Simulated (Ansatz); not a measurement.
Mulliken charges of FH₂SeSi, SMILES `F[SiH][SeH]` radical from r2SCAN/def2-TZVPP in Ansatz (PBE0-D4/def2-TZVP geometry).

| atom | x (Å) | y (Å) | z (Å) | charge (e) |
| --- | --- | --- | --- | --- |
| F1 | -0.581 | -1.423 | 1.312 | -0.306 |
| Si2 | -0.678 | -0.218 | 0.258 | 0.453 |
| Se3 | 1.409 | 0.693 | 0.205 | -0.153 |
| H4 | -1.053 | -0.829 | -1.056 | -0.067 |
| H5 | 0.953 | 1.703 | -0.761 | 0.072 |

Q: By hand: the dipole of these point charges (1 e Å = 4.8032 D).

A: Σ q r = (-0.206, 0.409, -0.300) e Å, of length 0.547 e Å = 2.63 D.

Q: How does the dipole of the full density compare? (Best estimate.)

A: Ansatz gave: (-0.086, 0.217, -0.235) e Å, 1.59 D; the point charges give 1.65 times that, at 13° from its direction.

Point charges leave out the atoms' own dipoles, such as those of lone pairs, and Mulliken's split depends on the basis, so the two needn't agree.
